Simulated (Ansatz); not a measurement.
The cluster MgAg₆⁺. Charge 1, multiplicity 2. Geometry PBE-D4/def2-SVP; atoms count from 1.

```xyz
7

Mg   -0.893   -1.644    0.319
Ag    1.222    1.649   -1.233
Ag   -0.912    1.632    0.537
Ag   -1.011    0.118   -1.842
Ag    1.199   -1.513   -1.405
Ag    1.298   -0.037    0.980
Ag   -0.902   -0.204    2.644
```

In the def2 sets Ag takes a core potential; there is no spin–orbit coupling. No other spin state of charge 1 was run. Another isomer (doublet) lies 0.14 eV lower at PBE0-D4/def2-TZVP; other spin states weren't run for this one.

(1) Estimate the Mulliken populations from the PBE0/def2-TZVP orbitals of Ansatz.

(2) Where does the spin sit?

(3) And the Mayer bond orders between bonded heavy atoms (over 0.3)?

Results:

(1) 
```tsv
atom	charge (e)	spin (α − β)	d electrons
Mg1	0.33	0.22	–
Ag2	0.06	0.06	9.90
Ag3	-0.05	0.10	9.88
Ag4	0.27	0.24	9.89
Ag5	-0.09	0.12	9.89
Ag6	0.40	0.28	9.88
Ag7	0.07	-0.01	9.90
```
Mulliken values and Mayer orders depend strongly on the basis.

(2) Summed by element: Mg 0.22, Ag 0.78, of 1 unpaired in all. Largest on single atoms: Ag6 0.28, Ag4 0.24, Mg1 0.22.

(3) Mg1–Ag4 0.31 (2.79 Å); Mg1–Ag5 0.56 (2.71 Å); Mg1–Ag7 0.47 (2.73 Å); Ag2–Ag3 0.50 (2.77 Å); Ag3–Ag7 0.36 (2.79 Å); Ag4–Ag5 0.36 (2.78 Å); Ag6–Ag7 0.33 (2.76 Å).
